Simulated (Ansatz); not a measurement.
TiClF₃. Charge 0, multiplicity 3. Geometry PBE-D4/def2-SVP, that of the neutral singlet; atoms count from 1.

```xyz
5

Ti    0.0778   -0.0258   -0.0085
Cl   -1.9906    0.6600    0.2162
F     0.6980   -0.5529    1.5289
F     1.0710    1.2715   -0.6053
F     0.1437   -1.3528   -1.1313
```

At PBE0-D4/def2-TZVP a singlet of charge 0 lies 5.19 eV below the triplet at the same geometry.

Q: Estimate the Mulliken populations from the PBE0/def2-TZVP orbitals of Ansatz.

A: 
```csv
atom,charge (e),spin (α − β),d electrons
Ti1,1.32,0.90,2.26
Cl2,0.08,0.93,–
F3,-0.46,0.08,–
F4,-0.48,0.00,–
F5,-0.46,0.08,–
```
Mulliken values depend strongly on the basis.

Q: Where does the spin sit?

A: Summed by element: Ti 0.90, Cl 0.93, F 0.16, of 2 unpaired in all. Largest on single atoms: Cl2 0.93, Ti1 0.90, F3 0.08.

Q: And the Mayer bond orders between heavy atoms (over 0.3)?

A: Ti1–Cl2 0.43 (2.19 Å); Ti1–F3 0.84 (1.74 Å); Ti1–F4 0.90 (1.74 Å); Ti1–F5 0.84 (1.74 Å).
